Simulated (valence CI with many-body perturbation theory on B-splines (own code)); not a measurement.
**E1 line list for Bi⁷⁸⁺**

Method: valence CI with perturbative core correlation (CI+MBPT): three valence electrons over a frozen Dirac-Fock core [He], a basis of 11 s, 11 p, 10 d, 8 f, 5 g, 2 h functions for each j, with the one-electron correlation potential Σ1, the two-electron term Σ2, the three-electron term Σ3, Breit, model QED; selected CI, second order for the rest, scaled by the run's own slope (own B-spline code, finite nucleus).

No measured spectrum was set against this ion. As an estimate, large intervals hold to a few tenths of a per cent, small ones and those within an open d or f shell to about a per cent.

Lines 201 to 250 of 532 in falling wavelength, among levels below 1558.6 Ry, chosen from the strongest by gf and those to the six lowest levels. Wavelengths and rates use the calculated energies. Electric multipoles are in the length gauge with retardation, E1 and E2 with the static RPA response of the core. Weak lines are less certain than strong ones. Lines between different terms over intervals too small for the method are left out, as are lines whose strength nearly cancels. The highest levels of a list are the least certain.

Levels are named by their leading jj configuration (3d3/2^4 stands for four electrons in 3d with j = 3/2), which in mixed levels can hold well under half, so a name can repeat and another be missing. Letters in brackets count levels of one name in rising energy.

| λ vac (Å) | Upper | Lower | A (s⁻¹) | S (a.u.) with core polarisation | S without |
| --- | --- | --- | --- | --- | --- |
| 4.368 | (2s 2p3/2 3p1/2) J=1/2 | (2s^2 3p1/2) J=1/2 | 3.87e+13 | 3.18e-03 | 3.19e-03 |
| 4.368 | (2p1/2 2p3/2 3s) J=5/2 | (2s 2p1/2 3s) J=3/2 | 2.70e+13 | 6.66e-03 | 6.67e-03 |
| 4.368 | (2p1/2 2p3/2 3d3/2) J=1/2 [b] | (2s 2p1/2 3d3/2) J=1/2 | 2.46e+13 | 2.02e-03 | 2.02e-03 |
| 4.368 | (2p3/2^2 3d3/2) J=3/2 [b] | (2s 2p3/2 3d3/2) J=5/2 [b] | 3.16e+13 | 5.20e-03 | 5.21e-03 |
| 4.367 | (2s 2p3/2 3s) J=1/2 | (2s^2 3s) J=1/2 | 3.86e+13 | 3.17e-03 | 3.18e-03 |
| 4.367 | (2s 2p3/2 3p1/2) J=3/2 [b] | (2s^2 3p1/2) J=1/2 | 3.74e+13 | 6.15e-03 | 6.16e-03 |
| 4.366 | (2p1/2 2p3/2 3p1/2) J=1/2 | (2s 2p1/2 3p1/2) J=1/2 [a] | 2.53e+13 | 2.08e-03 | 2.08e-03 |
| 4.365 | (2p1/2 2p3/2 3d5/2) J=3/2 [b] | (2s 2p1/2 3d5/2) J=5/2 [b] | 1.99e+13 | 3.26e-03 | 3.27e-03 |
| 4.365 | (2p3/2^2 3d5/2) J=1/2 | (2s 2p3/2 3d5/2) J=3/2 [a] | 2.56e+13 | 2.11e-03 | 2.11e-03 |
| 4.362 | (2p1/2 2p3/2 3p3/2) J=5/2 [b] | (2s 2p1/2 3p3/2) J=5/2 [b] | 2.16e+13 | 5.30e-03 | 5.31e-03 |
| 4.362 | (2p1/2 2p3/2 3d5/2) J=7/2 [b] | (2s 2p1/2 3d5/2) J=7/2 | 1.40e+13 | 4.59e-03 | 4.60e-03 |
| 4.360 | (2p3/2^2 3d3/2) J=3/2 [b] | (2s 2p3/2 3d3/2) J=3/2 [b] | 1.35e+13 | 2.21e-03 | 2.21e-03 |
| 4.360 | (2p1/2 2p3/2 3d3/2) J=3/2 [a] | (2s 2p1/2 3d3/2) J=3/2 [a] | 2.19e+13 | 3.59e-03 | 3.59e-03 |
| 4.360 | (2p1/2 2p3/2 3d3/2) J=5/2 [a] | (2s 2p1/2 3d3/2) J=3/2 [a] | 1.24e+13 | 3.05e-03 | 3.05e-03 |
| 4.358 | (2p3/2^2 3p3/2) J=3/2 [b] | (2s 2p3/2 3p3/2) J=5/2 [b] | 2.37e+13 | 3.87e-03 | 3.87e-03 |
| 4.357 | (2p1/2 2p3/2 3p1/2) J=3/2 [a] | (2s 2p1/2 3p1/2) J=1/2 [a] | 1.61e+13 | 2.63e-03 | 2.63e-03 |
| 4.357 | (2s 2p3/2 3d5/2) J=5/2 [b] | (2s 2p1/2 3p3/2) J=5/2 [a] | 2.27e+13 | 5.55e-03 | 5.55e-03 |
| 4.356 | (2p1/2 2p3/2 3d5/2) J=1/2 | (2s 2p1/2 3d5/2) J=3/2 | 2.74e+13 | 2.23e-03 | 2.23e-03 |
| 4.356 | (2s 2p3/2 3p3/2) J=3/2 [b] | (2s^2 3p3/2) J=3/2 | 3.70e+13 | 6.03e-03 | 6.04e-03 |
| 4.353 | (2s 2p3/2 3s) J=3/2 [b] | (2s^2 3s) J=1/2 | 3.64e+13 | 5.93e-03 | 5.94e-03 |
| 4.353 | (2s 2p3/2 3d3/2) J=1/2 [b] | (2s^2 3d3/2) J=3/2 | 3.93e+13 | 3.20e-03 | 3.21e-03 |
| 4.352 | (2p1/2 2p3/2 3d5/2) J=5/2 [a] | (2s 2p1/2 3d5/2) J=5/2 [a] | 9.84e+12 | 2.40e-03 | 2.40e-03 |
| 4.350 | (2p3/2^2 3p3/2) J=5/2 | (2s 2p3/2 3p3/2) J=3/2 [a] | 9.73e+12 | 2.37e-03 | 2.37e-03 |
| 4.348 | (2s 2p3/2 3p3/2) J=1/2 [b] | (2s^2 3p3/2) J=3/2 | 3.62e+13 | 2.93e-03 | 2.94e-03 |
| 4.347 | (2p1/2 2p3/2 3s) J=3/2 [a] | (2s 2p1/2 3s) J=1/2 [a] | 2.25e+13 | 3.65e-03 | 3.66e-03 |
| 4.347 | (2p1/2 2p3/2 3d3/2) J=1/2 [a] | (2s 2p1/2 3d3/2) J=3/2 [a] | 2.74e+13 | 2.22e-03 | 2.22e-03 |
| 4.340 | (2s 2p3/2 3d5/2) J=3/2 [b] | (2s 2p1/2 3p3/2) J=5/2 [a] | 1.77e+13 | 2.85e-03 | 2.86e-03 |
| 4.338 | (2p3/2^2 3s) J=3/2 | (2s 2p3/2 3s) J=3/2 [a] | 2.23e+13 | 3.59e-03 | 3.59e-03 |
| 4.337 | (2p3/2^2 3d3/2) J=7/2 | (2s 2p3/2 3d3/2) J=7/2 | 2.37e+13 | 7.65e-03 | 7.66e-03 |
| 4.337 | (2s 2p1/2 2p3/2) J=1/2 | (2s^2 2p1/2) J=1/2 | 4.05e+13 | 3.26e-03 | 3.26e-03 |
| 4.335 | (2s 2p1/2 2p3/2) J=3/2 [b] | (2s^2 2p1/2) J=1/2 | 3.78e+13 | 6.08e-03 | 6.09e-03 |
| 4.334 | (2p3/2^2 3d3/2) J=3/2 [a] | (2s 2p3/2 3d3/2) J=3/2 [a] | 1.31e+13 | 2.11e-03 | 2.11e-03 |
| 4.331 | (2p3/2^2 3p1/2) J=3/2 | (2s 2p3/2 3p1/2) J=3/2 [a] | 2.63e+13 | 4.21e-03 | 4.22e-03 |
| 4.330 | (2p3/2^2 3p1/2) J=5/2 | (2s 2p3/2 3p1/2) J=5/2 | 2.72e+13 | 6.54e-03 | 6.55e-03 |
| 4.330 | (2p3/2^2 3p3/2) J=7/2 | (2s 2p3/2 3p3/2) J=7/2 | 2.48e+13 | 7.95e-03 | 7.96e-03 |
| 4.328 | (2p1/2 2p3/2^2) J=3/2 | (2s 2p1/2 2p3/2) J=5/2 | 3.15e+12 | 5.04e-04 | 5.04e-04 |
| 4.325 | (2p3/2^2 3d5/2) J=7/2 | (2s 2p3/2 3d5/2) J=9/2 | 7.13e+12 | 2.28e-03 | 2.28e-03 |
| 4.325 | (2p3/2^2 3d5/2) J=9/2 | (2s 2p3/2 3d5/2) J=9/2 | 2.30e+13 | 9.19e-03 | 9.21e-03 |
| 4.324 | (2p1/2 2p3/2^2) J=1/2 | (2s 2p1/2 2p3/2) J=3/2 [b] | 4.10e+13 | 3.28e-03 | 3.28e-03 |
| 4.322 | (2p1/2 2p3/2^2) J=1/2 | (2s 2p1/2 2p3/2) J=1/2 | 1.97e+13 | 1.57e-03 | 1.57e-03 |
| 4.321 | (2p1/2^2 2p3/2) J=3/2 | (2s 2p1/2^2) J=1/2 | 2.83e+13 | 4.51e-03 | 4.52e-03 |
| 4.321 | (2p3/2^2 3d3/2) J=5/2 | (2s 2p3/2 3d3/2) J=5/2 [a] | 1.59e+13 | 3.80e-03 | 3.80e-03 |
| 4.313 | (2s 2p3/2^2) J=1/2 | (2s^2 2p3/2) J=3/2 | 3.13e+13 | 2.48e-03 | 2.48e-03 |
| 4.312 | (2s 2p3/2^2) J=3/2 | (2s^2 2p3/2) J=3/2 | 5.92e+13 | 9.38e-03 | 9.39e-03 |
| 4.309 | (2p3/2^2 3s) J=5/2 | (2s 2p3/2 3s) J=5/2 | 2.69e+13 | 6.37e-03 | 6.37e-03 |
| 4.305 | (2p3/2^2 3d5/2) J=5/2 [a] | (2s 2p3/2 3d5/2) J=7/2 [a] | 1.34e+13 | 3.16e-03 | 3.16e-03 |
| 4.295 | (2p1/2 2p3/2^2) J=5/2 | (2s 2p1/2 2p3/2) J=5/2 | 2.74e+13 | 6.42e-03 | 6.43e-03 |
| 4.294 | (2p3/2^2 3d5/2) J=3/2 | (2s 2p3/2 3d5/2) J=5/2 [a] | 1.38e+13 | 2.16e-03 | 2.16e-03 |
| 4.265 | (2p1/2 2p3/2^2) J=3/2 | (2s 2p1/2 2p3/2) J=3/2 [a] | 2.93e+13 | 4.49e-03 | 4.50e-03 |
| 4.233 | (2p1/2 2p3/2^2) J=5/2 | (2s 2p1/2 2p3/2) J=3/2 [a] | 6.02e+11 | 1.35e-04 | 1.35e-04 |
